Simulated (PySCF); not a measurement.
BH₅O₄Ti, SMILES B[O][Ti]([OH])([OH])[OH], multiplicity 1. Atoms are numbered in the order given.

```xyz
11

O      1.3425     0.7458     0.0693
Ti    -0.3165    -0.0369    -0.0270
O     -0.1030    -1.8048    -0.0930
H     -0.1647    -2.5123     0.5598
O     -1.1535     0.5113    -1.5058
H     -1.3984     0.0434    -2.3133
O     -1.2394     0.4044     1.4372
H     -2.0539     0.9105     1.5459
B      2.6607     0.5287     0.2030
H      3.4153     1.4829     0.2245
H      3.0880    -0.6093     0.3008
```
Charge 0, spin multiplicity 1.

The structure is a stationary point at r2SCAN-D4/def2-SVP. The spin state was assumed, not searched. One conformer was computed; it need not be the lowest.

All values below come from PBE/def2-TZVP in PySCF.

The molecule is in vacuum.

```yaml
total_energy: -1178.05225 hartree
highest_occupied_level: -6.25 eV
lowest_empty_level: -2.64 eV
orbital_gap: 3.60 eV
dipole_moment: 3.22 D
quadrupole, principal values (traceless, Buckingham form, about the centre of nuclear charge): -4.94, 1.33, 3.61 D·Å
mean_static_polarisability: 69.5 bohr³ (10.30 Å³)
polarisability_principal_values: 59.1, 62.9, 86.4 bohr³
```
